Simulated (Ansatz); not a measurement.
Molecule (SMILES): [BH]N (BH-NH2), doublet.
Atoms: B1, N2, H3, H4, H5. Bonds: B1-N2, B1-H3, N2-H4, N2-H5.

Basis-set convergence of the optimised N2-H4 bond length at PBE with Ansatz (an electronic-structure program). Cartesian d functions, on some or all atoms, in 6-31G*, 6-31G**; all else is spherical. The program fits the integrals of some runs and decomposes those of others, by size. Core-valence sets carry the plain set on hydrogen. Open shells are unrestricted. No added dispersion term, no relativity. Reference: the value in def2-QZVPPD, 1.0201 Å. Deviations are taken from unrounded values.

```csv
basis,functions,optimised N2-H4 bond length (Å),minus reference (Å)
STO-3G,13,1.0553,0.0352
3-21G,24,1.0336,0.0135
6-31G,24,1.0250,0.0049
6-31G*,36,1.0248,0.0047
6-31G**,45,1.0225,0.0025
6-311G**,54,1.0223,0.0022
aug-cc-pVDZ,73,1.0249,0.0048
jun-cc-pV(T+d)Z,120,1.0206,0.0005
cc-pCVTZ,128,1.0205,0.0004
aug-cc-pVTZ,161,1.0206,0.0005
```

The smallest set listed that lies within 0.003 Å of the reference with all its larger relatives (same family, alike in diffuse functions; a set with none counts only in the reference's own line) is 6-31G** (45 functions, 0.0025 Å off). Inside, with no larger relative to test it: cc-pCVTZ.
